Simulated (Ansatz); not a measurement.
One change: `C=CCSC(F)(F)F` becomes `CSC(F)(F)F`.

Ansatz, PBE0-D4/def2-TZVP geometries, multiplicity 1. Each molecule was computed in one conformer, which needn't be the lowest.

```
                                      property  `C=CCSC(F)(F)F`
            LUMO energy (PBE0/def2-TZVPP) / eV            -0.39
             LUMO energy (PBE/def2-TZVPP) / eV            -1.40
             HOMO energy (PBE/def2-TZVPP) / eV            -6.20
size of the dipole moment (PBE/def2-TZVPP) / D             2.12
       HOMO–LUMO gap (ωB97M-V/def2-TZVPP) / eV            11.45
           HOMO energy (B3LYP/def2-TZVPP) / eV            -7.26
```

Q: Give the same properties after the change, and the shifts. (Estimate.)

A: The calculation gave: 
```json
{"property": "LUMO energy (PBE0/def2-TZVPP) / eV", "`CSC(F)(F)F`": "0.09", "shift": "0.48"}
{"property": "LUMO energy (PBE/def2-TZVPP) / eV", "`CSC(F)(F)F`": "-0.91", "shift": "0.49"}
{"property": "HOMO energy (PBE/def2-TZVPP) / eV", "`CSC(F)(F)F`": "-6.17", "shift": "0.03"}
{"property": "size of the dipole moment (PBE/def2-TZVPP) / D", "`CSC(F)(F)F`": "2.16", "shift": "0.04"}
{"property": "HOMO–LUMO gap (ωB97M-V/def2-TZVPP) / eV", "`CSC(F)(F)F`": "11.82", "shift": "0.37"}
{"property": "HOMO energy (B3LYP/def2-TZVPP) / eV", "`CSC(F)(F)F`": "-7.28", "shift": "-0.02"}
```

Dipoles are sizes alone; their direction can turn.

B3LYP here is the variant with VWN-RPA as its local correlation; programs differ in this.
